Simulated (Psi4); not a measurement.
GeI$_{2}$, charge +1, doublet, geometry from GFN2-xTB (a state made from the parent by changing its charge; the spin is typed, not shown lowest) (all electrons, no relativity); PBE/3-21G (Psi4).

Input for Psi4:
```
memory 2 GB

molecule mol {
1 2
Ge    0.002214   -0.009541    0.997952
I     1.099833   -1.879921   -0.321710
I    -1.101169    1.885681   -0.280826
}

set {
  basis 3-21g
  reference uks
  scf_type pk
}

energy('pbe')
print_variables()
```

The log (banner, timings and long lists left out):

```
   => Loading Basis Set <=

    Name: 3-21G
    Role: ORBITAL
    Keyword: BASIS

         ---------------------------------------------------------
                                   SCF
               by Justin Turney, Rob Parrish, Andy Simmonett
                          and Daniel G. A. Smith
                              UKS Reference
         ---------------------------------------------------------

  ==> Geometry <==

    Molecular point group: cs
    Full point group: Cs

    Geometry (in Angstrom), charge = 1, multiplicity = 2:

       Center              X                  Y                   Z               Mass
    ------------   -----------------  -----------------  -----------------  -----------------
         GE           0.009431165658    -1.006178649803     0.000000000000    73.921177761000
         I            2.178088371455     0.313488933929     0.000000000000   126.904471900000
         I           -2.183581975129     0.272604760941     0.000000000000   126.904471900000

  Running in cs symmetry.

  Rotational constants: A =      0.17443  B =      0.01396  C =      0.01293 [cm^-1]
  Rotational constants: A =   5229.38401  B =    418.62623  C =    387.59797 [MHz]
  Nuclear repulsion = 1047.850082187176440

  Charge       = 1
  Multiplicity = 2
  Electrons    = 137
  Nalpha       = 69
  Nbeta        = 68

  ==> Algorithm <==

  SCF Algorithm Type is PK.
  DIIS enabled.
  MOM disabled.
  Fractional occupation disabled.
  Guess Type is SAD.
  Energy threshold   = 1.00e-06
  Density threshold  = 1.00e-06
  Integral threshold = 1.00e-12

  ==> Primary Basis <==

  Basis Set: 3-21G
    Blend: 3-21G
    Number of shells: 36
    Number of basis functions: 89
    Number of Cartesian functions: 89
    Spherical Harmonics?: false
    Max angular momentum: 2

  ==> DFT Potential <==

   => LibXC <=

    Version 7.1.2
    S. Lehtola, C. Steigemann, M. J. T. Oliveira, and M. A. L. Marques,  SoftwareX 7, 1–5 (2018) (10.1016/j.softx.2017.11.002)

   => Composite Functional: PBE <=

    PBE GGA Exchange-Correlation Functional

    J.P. Perdew et. al., Phys. Rev. Lett., 77(18), 3865-3868, 1996

    Deriv               =              1
    GGA                 =           TRUE
    Meta                =          FALSE

    Exchange Hybrid     =          FALSE
    MP2 Hybrid          =          FALSE

   => Exchange Functionals <=

    1.0000     XC_GGA_X_PBE

   => Correlation Functionals <=

    1.0000     XC_GGA_C_PBE

[...]
      Ntotal   =  137.0000454436 ; deviation = 4.544e-05

   @Spin Contamination Metric:   2.007047072E-03
   @S^2 Expected:                7.500000000E-01
   @S^2 Observed:                7.520070471E-01
   @S   Expected:                5.000000000E-01
   @S   Observed:                5.000000000E-01

    Orbital Energies [Eh]
    ---------------------

    Alpha Occupied:

[...]
    Alpha Virtual:

[...]
    Beta Occupied:

[...]
    Beta Virtual:

[...]
    Final Occupation by Irrep:
             Ap   App
    DOCC [    48,   20 ]
    SOCC [     1,    0 ]
    NA   [    49,   20 ]
    NB   [    48,   20 ]

  @UKS Final Energy: -15846.28865797718390

   => Energetics <=

    Nuclear Repulsion Energy =           1047.8500821871764401
    One-Electron Energy =              -23904.2216209958387481
    Two-Electron Energy =                7439.9390778401439093
    DFT Exchange-Correlation Energy =    -429.8561970086622637
    Empirical Dispersion Energy =           0.0000000000000000
    VV10 Nonlocal Energy =                  0.0000000000000000
    Total Energy =                     -15846.2886579771839024

  UHF NO Occupations:
  HONO-2 :   47 Ap 1.9997270
  HONO-1 :   48 Ap 1.9993493
  HONO-0 :   49 Ap 1.0000000
  LUNO+0 :   50 Ap 0.0006507
  LUNO+1 :   51 Ap 0.0002730
  LUNO+2 :   21App 0.0000672
  LUNO+3 :   52 Ap 0.0000040

Computation Completed

Properties will be evaluated at   0.000000,   0.000000,   0.000000 [a0]

Properties computed using the SCF density matrix

 Multipole Moments:

 ------------------------------------------------------------------------------------
     Multipole            Electronic (a.u.)      Nuclear  (a.u.)        Total (a.u.)
 ------------------------------------------------------------------------------------

 L = 1.  Multiply by 2.5417464519 to convert [e a0] to [Debye]
 Dipole X            :         -0.0157116            0.0200997            0.0043881
 Dipole Y            :          1.6760137           -2.1443685           -0.4683549
 Dipole Z            :          0.0000000            0.0000000            0.0000000
 Magnitude           :                                                    0.4683754

 ------------------------------------------------------------------------------------

  Variable Map:
  ----------------------------------------------------------------------------
[...]
  Array Variable Map:
  ----------------------------------------------------------------------------
[...]
[...]
```
